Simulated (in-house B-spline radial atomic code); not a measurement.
## The tungsten ion W⁶⁺: [Kr] 4d10 4f14 5s2 (5p1/2)2 (5p3/2)3 (8f5/2)1 (an excited or competing configuration)

Method: Dirac-Hartree-Fock, average of the jj configuration, Fermi nucleus of rms radius 5.3658 fm. Calculated with a B-spline radial code for spherical atoms.

Screening seen three ways: the hydrogenic charge with the same mean radius, Z_r = [3n² - l(l+1)]/(2<r>), the one with the same energy, Z_e = n√(-2ε), and Slater's rules. Values are occupation-weighted means over j. An effective charge above Z reflects the relativistic contraction of the inner shells.

```csv
shell,electrons,ε (eV),<r> (bohr),Z_r,Z_e,Slater
1s,2,-70063,0.01835,81.76,71.76,73.70
2s,2,-12307,0.07689,78.03,60.15,69.85
2p,6,-10844,0.06901,72.46,56.46,69.85
3s,2,-2967.8,0.2001,67.47,44.31,62.75
3p,6,-2521,0.2001,62.47,40.84,62.75
3d,10,-1971.2,0.1824,57.56,36.11,52.85
4s,2,-718.48,0.4498,53.36,29.07,46.25
4p,6,-567.96,0.4768,48.23,25.84,46.25
4d,10,-365.77,0.5116,41.05,20.74,34.85
5s,2,-181.63,1.048,35.80,18.27,16.70
4f,14,-142.89,0.5879,30.62,12.96,23.45
5p,5,-140.21,1.171,31.17,16.05,16.70
8f,1,-13.632,9.631,9.34,8.01,7.00
```

The least bound orbital is 8f5/2 at -13.63 eV, and it is also the most diffuse (<r> = 9.631 bohr).

For the 1s electron the small component carries 7.79 % of the norm, the zero-frequency Breit interaction raises the level by 243.3 eV, self-energy by 152 eV, and vacuum polarisation lowers it by 28.76 eV.
